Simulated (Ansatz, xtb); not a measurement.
**A geometry optimisation of CH4OSn+ with r2SCAN-D4/def2-SVP**

The starting geometry of this gas-phase doublet was built from a drawn formula by distance geometry and a force field; its bonds are those of `[O][CH2][SnH2+]`.

```yaml
atoms:
  - { symbol: C, position_ang: [-0.3911, 2.1053, 1.1555] }
  - { symbol: O, position_ang: [0.3744, 2.9306, 1.9301] }
  - { symbol: Sn, position_ang: [0.8156, 0.6675, 0.1430] }
  - { symbol: H, position_ang: [-0.8883, 2.7644, 0.3517] }
  - { symbol: H, position_ang: [-1.1602, 1.6179, 1.7383] }
  - { symbol: H, position_ang: [0.9340, 0.6272, -1.6140] }
  - { symbol: H, position_ang: [1.7650, -0.4718, 1.1010] }
```

Task: Predict what becomes of its bonds when it is optimised with r2SCAN-D4/def2-SVP.

Result: It rearranges, giving a structure given below by its coordinates. Distances that change by over a tenth: C1–O2 (1.37 → 1.23 Å). Contacts that open: C1–Sn3 (2.13 → 3.24 Å). Contacts that close: O2–Sn3 (2.92 → 2.24 Å).

The energy falls by 2.27 eV over 21 steps:

| step | E − E(last) (eV) |
| --- | --- |
| 1 | 2.271 |
| 3 | 2.002 |
| 5 | 1.599 |
| 8 | 1.135 |
| 10 | 1.012 |
| 12 | 0.652 |
| 14 | 0.270 |
| 17 | 0.012 |
| 19 | 0.001 |
| 21 | 0.000 |

Final geometry (Å):

```xyz
7

C    -0.8248    2.3343    1.2972
O     0.0542    1.4803    1.3319
Sn    1.0191    0.0986   -0.1448
H    -1.3608    2.5979    0.3619
H    -1.0934    2.8618    2.2331
H     1.4718    1.3343   -1.2602
H     2.1832   -0.4661    0.9866
```

From the same start GFN2-xTB reaches the same bonding as this run.

No frequencies were run, so the end isn't proven a minimum. Open shells are spin-unrestricted. Atoms past krypton carry core potentials, without spin–orbit terms. Run with Ansatz 0.2.0, 2.6 min on 1 thread of Arm Neoverse V2 (shared host).
